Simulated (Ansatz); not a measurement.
Reaction (ligand exchange at the Si–C bond): `CC(=N)[SiH3]` + `S[SiH2]Cl` → `[SiH3]S[SiH2]Cl` + `CC=N`

Isolated molecules relaxed with PBE0-D4/def2-TZVP in Ansatz; ΔE leaves out vibrations. CCSD(T)/CBS adds triple-zeta CCSD(T) − MP2 to the extrapolated MP2 energy (def2 sets, frozen cores). Functionals use def2-TZVPP. Each species was taken in one conformer, which may not be the lowest.

`CC(=N)[SiH3]`:

Cartesian coordinates in Å:
```
C -0.603 -0.254 1.398
C -0.234 -0.488 -0.035
N -0.592 -1.575 -0.591
Si 0.753 0.859 -0.942
H 0.294 -0.103 2.006
H -1.165 -1.105 1.784
H -1.206 0.655 1.495
H -0.283 -1.619 -1.563
H 0.996 0.389 -2.331
H 2.050 1.106 -0.256
H -0.010 2.136 -0.965
```

`S[SiH2]Cl`:

```xyz
6

S    -0.335   -1.649   -0.273
Si    0.024    0.440   -0.250
Cl    1.806    0.936    0.642
H    -0.544   -1.730    1.053
H    -1.033    1.156    0.496
H     0.081    0.848   -1.669
```

`[SiH3]S[SiH2]Cl`:

Z-matrix (Å, degrees):
```
Si
S 1 2.147
H 1 1.485 2 109.5
H 1 1.482 2 106.2 3 119.3
H 1 1.482 2 110.9 3 -121.2
Si 2 2.118 1 98.1 3 35.5
Cl 6 2.056 2 112.0 1 59.0
H 6 1.479 2 111.2 1 -59.9
H 6 1.478 2 106.7 1 177.7
```

`CC=N`:

Cartesian coordinates in Å:
```
C -0.146 -0.611 -0.527
C -0.135 0.273 0.676
N 0.483 1.363 0.832
H -1.169 -0.734 -0.897
H 0.475 -0.207 -1.329
H 0.216 -1.610 -0.267
H -0.739 -0.074 1.521
H 1.015 1.599 -0.009
```

| level | ΔE (eV) |
| --- | --- |
| PBE-D4 | -0.75 |
| r2SCAN-D4 | -0.78 |
| PBE0-D4 | -0.80 |
| ωB97M-V | -0.78 |
| B2PLYP | -0.75 |
| MP2/def2-TZVPP | -0.81 |
| CCSD/def2-TZVPP | -0.76 |
| MP2/CBS(def2) | -0.84 |

Q: What does CCSD(T)/CBS give? (Estimate.)

A: Ansatz gave: -0.78 eV. The listed levels differ from it by 0.03, 0.00, -0.02, 0.00, 0.03, -0.03, 0.02, -0.06 eV.

Largest T1 diagnostic among the species: 0.012.

From PBE to PBE0 (25 % exact exchange), in def2-TZVPP and without D4, ΔE moves by −0.05 eV. The D4 term adds −0.04 eV with B3LYP and −0.02 eV with PBE0; it sums over pairs of atoms, weighted by their polarisabilities, and B3LYP, whose exchange is more repulsive, gets the larger term.

B3LYP here is the variant with VWN-RPA as its local correlation; programs differ in this.
